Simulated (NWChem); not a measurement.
Molecule: CH$_{3}$AlBrCl; SMILES [CH3][Al]([Cl])[Br]

All runs: NWChem. This build's default masses of Se (78.918 u) and Br (79.917 u) are each other's, which moves their modes by up to 0.6 %. The level has its own optimisation; frequencies are unscaled.

Predict the results for B3LYP/3-21G. Quantities: r Al–Cl (Å); r Al–Br (Å); r Al–C (Å); r C–H (Å); highest harmonic frequency (cm⁻¹); lowest (cm⁻¹); zero-point energy (kcal/mol); dipole (D).


| Quantity | Value |
|---|---|
| r Al–Cl (Å) | 2.195 |
| r Al–Br (Å) | 2.318 |
| r Al–C (Å) | 1.960 |
| r C–H (Å) | 1.096 |
| highest harmonic frequency (cm⁻¹) | 3135 |
| lowest (cm⁻¹) | 21 |
| zero-point energy (kcal/mol) | 24.6 |
| dipole (D) | 3.09 |
